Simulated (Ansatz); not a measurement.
A structure relaxed at PBE0-D4/def2-SVP in Ansatz, charge 1, singlet:

```csv
atom,x (Å),y (Å),z (Å)
Na1,0.312,-0.921,-2.604
Na2,2.976,-0.521,0.367
Na3,-3.742,1.388,1.485
Na4,-0.379,1.243,3.587
Na5,-3.647,0.212,-1.989
Na6,-0.789,0.238,0.065
Na7,3.332,0.450,3.837
Na8,1.933,-2.487,-5.890
H9,1.445,1.025,4.309
H10,1.186,-1.730,-4.295
H11,-1.630,-0.239,-1.918
H12,4.006,-0.239,2.052
H13,1.157,-0.431,-0.620
H14,-4.473,0.968,-0.317
H15,-1.686,1.044,1.932
```

(1) Give its formula.

(2) Summarise the bond lengths by kind (pairs closer than 1.2 times the sum of covalent radii, bridged metal pairs left out).

## Answers

(1) Na₈H₇⁺.

(2) 17 × H–Na 1.92 to 2.22 Å.

Another isomer (singlet) lies 0.90 eV lower at PBE0-D4/def2-TZVP; other spin states weren't run for this one.
